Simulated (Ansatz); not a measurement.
Basis-set extrapolation for FH$_{5}$OSSi$_{2}$, SMILES `O[SiH](F)[SiH2]S` (PBE0-D4/def2-TZVP geometry, frozen core, the Gaussian-basis code of Ansatz). Multiplicity 1, RHF reference.

```json
{"": "HF", "def2-TZVPP": "-1152.875615", "def2-QZVPP": "-1152.913740"}
{"": "MP2 correlation", "def2-TZVPP": "-0.909371", "def2-QZVPP": "-0.989310"}
{"": "CCSD(T) correlation", "def2-TZVPP": "-0.992310", "def2-QZVPP": "not run"}
```

Energies in hartree. Use E(X) = E(∞) + A·exp(−7.88·√X) for Hartree–Fock and E(X) = E(∞) + B·X^(−2.97) for correlation, with X = 3 and 4, and add CCSD(T) minus MP2 of the smaller set to the MP2 limit.

Question: What is the CCSD(T) energy at the basis-set limit?

Answer: HF limit: -1152.913740 + (-0.038125) × 0.13774 = -1152.91899. MP2 limit: -0.989310 + (-0.079939) × 0.74074 = -1.04852. Higher-order term: -0.992310 − (-0.909371) = -0.08294. Total: -1154.05045 hartree, 479.2 kJ/mol below CCSD(T)/def2-TZVPP.
